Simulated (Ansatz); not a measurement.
Coupled-cluster diagnostics for Mg4H8, Ansatz.

Geometry of the singlet (r2SCAN-D4/def2-SVP):

```xyz
12

Mg    0.128    1.234    1.798
Mg   -0.496   -0.045   -2.127
Mg    1.611   -0.546   -0.076
Mg   -1.070   -1.199    0.561
H    -1.641   -1.309   -1.147
H     0.609   -1.966    0.544
H    -0.149    0.481   -0.133
H    -0.103    2.806    2.424
H    -1.042    0.884   -3.453
H     1.381   -0.571   -1.866
H    -1.124   -0.252    2.096
H     1.895    0.483    1.378
```

Correlated methods freeze 4 core orbitals; core or outer-core shells of Mg are correlated, in sets that lack core-valence functions. The structure comes from a short search, and lower isomers may exist.

Question: Estimate the CCSD(T) correlation energy, the shares of MP2 and (T), T1 and the reference's ⟨S²⟩ for: charge 0, singlet, own geometry in def2-TZVP; and the rough time on 4 threads of AMD EPYC 7B13 on a shared host.

Answer: 
| state | basis | correlation (eV) | MP2 share (%) | (T) share (%) | T1 | ⟨S²⟩ (pure) | wall time |
| --- | --- | --- | --- | --- | --- | --- | --- |
| charge 0, singlet, own geometry | def2-TZVP | -26.008 | 90.7 | 1.1 | 0.008 | 0.00 (0.00) | 78 s |
Customary marks for T1 are 0.02 (closed shells), 0.045 (open shells) and about 0.05 (3d metals). T1 stays under 0.02 throughout.
